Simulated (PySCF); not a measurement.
A calculated (M06-2X, PySCF 2.14, ANO-RCC-VTZP, scalar relativity by spin-free X2C-1e) atom or ion has these occupied shells.

```json
{"shell": "1s α", "electrons": "1", "orbital energy (eV)": "-57486.9", "rms radius, mean of both spins (bohr)": "0.0231"}
{"shell": "1s β", "electrons": "1", "orbital energy (eV)": "-57486.9", "rms radius, mean of both spins (bohr)": "0.0231"}
{"shell": "2s α", "electrons": "1", "orbital energy (eV)": "-9714.8", "rms radius, mean of both spins (bohr)": "0.0935"}
{"shell": "2s β", "electrons": "1", "orbital energy (eV)": "-9714.7", "rms radius, mean of both spins (bohr)": "0.0935"}
{"shell": "2p α", "electrons": "3", "orbital energy (eV)": "-8619.4", "rms radius, mean of both spins (bohr)": "0.0843"}
{"shell": "2p β", "electrons": "3", "orbital energy (eV)": "-8619.3", "rms radius, mean of both spins (bohr)": "0.0843"}
{"shell": "3s α", "electrons": "1", "orbital energy (eV)": "-2201.5", "rms radius, mean of both spins (bohr)": "0.241"}
{"shell": "3s β", "electrons": "1", "orbital energy (eV)": "-2200.2", "rms radius, mean of both spins (bohr)": "0.241"}
{"shell": "3p α", "electrons": "3", "orbital energy (eV)": "-1864.9", "rms radius, mean of both spins (bohr)": "0.241"}
{"shell": "3p β", "electrons": "3", "orbital energy (eV)": "-1863.5", "rms radius, mean of both spins (bohr)": "0.241"}
{"shell": "3d α", "electrons": "5", "orbital energy (eV)": "-1430.7", "rms radius, mean of both spins (bohr)": "0.221"}
{"shell": "3d β", "electrons": "5", "orbital energy (eV)": "-1429.4", "rms radius, mean of both spins (bohr)": "0.221"}
{"shell": "4s α", "electrons": "1", "orbital energy (eV)": "-446.41", "rms radius, mean of both spins (bohr)": "0.541"}
{"shell": "4s β", "electrons": "1", "orbital energy (eV)": "-444.40", "rms radius, mean of both spins (bohr)": "0.541"}
{"shell": "4p α", "electrons": "3", "orbital energy (eV)": "-334.36", "rms radius, mean of both spins (bohr)": "0.576"}
{"shell": "4p β", "electrons": "3", "orbital energy (eV)": "-332.07", "rms radius, mean of both spins (bohr)": "0.576"}
{"shell": "4d α", "electrons": "5", "orbital energy (eV)": "-180.54", "rms radius, mean of both spins (bohr)": "0.632"}
{"shell": "4d β", "electrons": "5", "orbital energy (eV)": "-177.32", "rms radius, mean of both spins (bohr)": "0.632"}
{"shell": "5s α", "electrons": "1", "orbital energy (eV)": "-60.922", "rms radius, mean of both spins (bohr)": "1.34"}
{"shell": "5s β", "electrons": "1", "orbital energy (eV)": "-58.887", "rms radius, mean of both spins (bohr)": "1.34"}
{"shell": "5p α", "electrons": "3", "orbital energy (eV)": "-32.403", "rms radius, mean of both spins (bohr)": "1.59"}
{"shell": "5p β", "electrons": "3", "orbital energy (eV)": "-31.174", "rms radius, mean of both spins (bohr)": "1.59"}
{"shell": "4f α", "electrons": "7", "orbital energy (eV)": "-11.435", "rms radius, mean of both spins (bohr)": "0.942"}
{"shell": "4f β", "electrons": "5", "orbital energy (eV)": "-9.353", "rms radius, mean of both spins (bohr)": "0.942"}
{"shell": "6s α", "electrons": "1", "orbital energy (eV)": "-6.269", "rms radius, mean of both spins (bohr)": "4.17"}
{"shell": "6p α", "electrons": "1", "orbital energy (eV)": "-2.998", "rms radius, mean of both spins (bohr)": "5.89"}
```

(1) Name the element and its charge.

Answers

(1) Er (erbium, neutral), in [Xe] 4f12 6s1 6p1, one real determinant (an excited configuration).
